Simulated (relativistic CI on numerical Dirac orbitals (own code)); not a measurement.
Computed by Dirac-Coulomb-Breit CI, orbitals from a KLI potential per configuration, QED by a radiative potential, unscaled Slater integrals (own radial code, finite nucleus).

The strongest absorption lines from the ground level of an ion, among the configurations computed and to levels below about 483 eV (vacuum wavelength in Å, gf): 25.795 (0.64), 25.814 (0.38), 25.824 (0.38), 56.551 (0.4), 58.638 (0.55), 61.690 (1.8), 63.331 (1.3), 65.188 (0.69).

(1) Which ion is it?
A. Sb²⁶⁺
B. Ag²⁴⁺
C. Ag²²⁺
D. In²⁴⁺

Results:

(1) C. Ag²²⁺ has 25 electrons and the ground level 3s²3p⁶3d⁷ ⁴F9/2; the strongest line goes to 3s²3p⁵3d⁸ ⁴D°7/2. The pattern of lines fixes the number of electrons, and along that sequence the line energies rise steadily with the charge (about as its square where n changes within one kind of shell, about linearly where n is kept but much faster in heavy ions where fine structure, which grows about as Z⁴, sets the gap, and irregularly where shells cross), which fixes Z. Configurations outside the model, such as inner-shell arrays, can give stronger lines. At this charge energies of transitions that change n are usually good to better than 1 %, and those within a shell (Δn = 0) to a few per cent. Terms inside the open d or f shell come out 10 to 20 % too wide with unscaled integrals.

LS names give the leading component of a level, which can be under half, so a name can repeat, a term be missing and a line seem to break the LS rules.
